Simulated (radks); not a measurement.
Values are calculated unless marked as measured or tabulated.
Q: The phosphorus ion P8+, 7 electrons, occupied as [He] 2s2 2p3. Level of theory: scalar-relativistic Kohn-Sham, r2SCAN, spin-unpolarised, spherical densities, finite nucleus; meta-GGA in the generalised Kohn-Sham scheme; Fermi nuclear charge, rms radius 3.1889 fm (a radial shooting solver on a logarithmic mesh with Libxc functionals). Some entries of the table are withheld. Estimate them.

| orbital | occ. | eigenvalue (eV) | r(max) (bohr) | <1/r> (bohr^-1) |
|---|---|---|---|---|
| 1s | 2 | -2361.504 | 0.06760 | 14.68 |
| 2s | 2 | -387.6136 | (1) | (2) |
| 2p | 3 | -342.5391 | (3) | 3.003 |
| 3s | 0 | (4) | 1.170 | 1.149 |
| 3p | 0 | -118.8448 | 1.168 | (5) |
| 3d | 0 | -104.5361 | 0.9413 | (6) |

A: 
(1) 2s r(max) (bohr): 0.3983
(2) 2s <1/r> (bohr^-1): 3.093
(3) 2p r(max) (bohr): 0.3289
(4) 3s eigenvalue (eV): -131.0063
(5) 3p <1/r> (bohr^-1): 1.103
(6) 3d <1/r> (bohr^-1): 1.037
